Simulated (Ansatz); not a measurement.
Frontier orbitals of `CBC=[Se]`.

Total charge 0; spin multiplicity 1. Correlated methods include outer-core shells of Se, which these sets cover unevenly. Scalar relativity is left out up to krypton. The geometry is a stationary point of PBE0-D4/def2-TZVP. It is one conformer, not always the lowest. Basis def2-TZVPP, the Gaussian-basis code of Ansatz.

```
functional  HOMO (eV)  LUMO (eV)  gap (eV)
       PBE      -5.57      -3.61      1.96
    revPBE      -5.52      -3.53      1.99
      BLYP      -5.40      -3.45      1.95
      PBE0      -6.64      -2.74      3.90
 CAM-B3LYP      -7.87      -1.62      6.25
   LC-ωPBE      -9.18      -0.56      8.62
   ωB97M-V      -8.74      -0.66      8.08
```

Against PBE, PBE0 changes HOMO and LUMO by −1.06 and +0.86 eV, ωB97M-V by −3.16 and +2.95 eV. A gap of 1.97 eV thus becomes 8.08 eV for the same molecule, so an orbital gap means little without its functional.

LC-ωPBE has ω = 0.4 bohr⁻¹.
